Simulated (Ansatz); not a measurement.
Molecule: 1H-pyrrol-2-ylsilane, C$_{4}$H$_{7}$NSi, charge 0, multiplicity 1. SMILES: [SiH3]c1ccc[nH]1
Geometry from a B3LYP-D3(BJ)/def2-TZVP (Ansatz, a program for electronic structure) optimisation:
```
C
N 1 1.3820
H 2 1.0043 1 124.92
C 2 1.3656 3 124.39 1 180.00
C 4 1.3756 2 107.79 3 -180.00
H 4 1.0767 2 121.35 3 0.00
H 5 1.0771 4 125.85 6 0.00
C 1 1.3860 2 105.93 3 180.00
H 8 1.0777 1 124.97 2 -180.00
Si 1 1.8485 2 125.30 3 0.00
H 10 1.4787 1 107.74 2 180.00
H 10 1.4851 11 109.47 1 121.58
H 10 1.4851 11 109.47 12 116.84
```
Charge 0, spin multiplicity 1.

Property: vertical triplet-singlet gap (E(triplet) - E(singlet); each state is the SCF solution reached for its spin; for the triplet the Hartree-Fock reference is unstable and T1 is 0.023), in kcal/mol. Valence correlation only, unless marked. UHF or UKS for open shells. Spin-orbit coupling is left out. Non-relativistic. CBS marks a two-point X^-3 extrapolation of the correlation energy; Hartree-Fock from the larger set.

```tsv
level	program	vertical triplet-singlet gap (kcal/mol)
HF/aug-cc-pV(T+d)Z	Ansatz	73.8
HF/aug-cc-pV(Q+d)Z	Ansatz	73.7
SVWN5/def2-TZVPD	Ansatz	99.1
PBE/def2-TZVPD	Ansatz	94.9
r2SCAN/def2-TZVPD	Ansatz	91.8
B3LYP/def2-TZVPD	Ansatz	94.5
PBE0/def2-TZVPD	Ansatz	93.4
BHLYP/def2-TZVPD	Ansatz	91.2
CAM-B3LYP/def2-TZVPD	Ansatz	94.4
wB97M-V/def2-TZVPD	Ansatz	98.6
wB97X-V/def2-TZVPD	Ansatz	97.3
B2PLYP/def2-TZVPD	Ansatz	99.6
RI-MP2/aug-cc-pV(T+d)Z	Ansatz	116.9
RI-MP2/aug-cc-pV(Q+d)Z	Ansatz	117.2
RI-MP2/CBS(aug-cc-pV(T+d)Z,aug-cc-pV(Q+d)Z)	Ansatz	117.5
CCSD/aug-cc-pV(D+d)Z	Ansatz	97.6
CCSD(T)/aug-cc-pV(D+d)Z	Ansatz	99.8
```
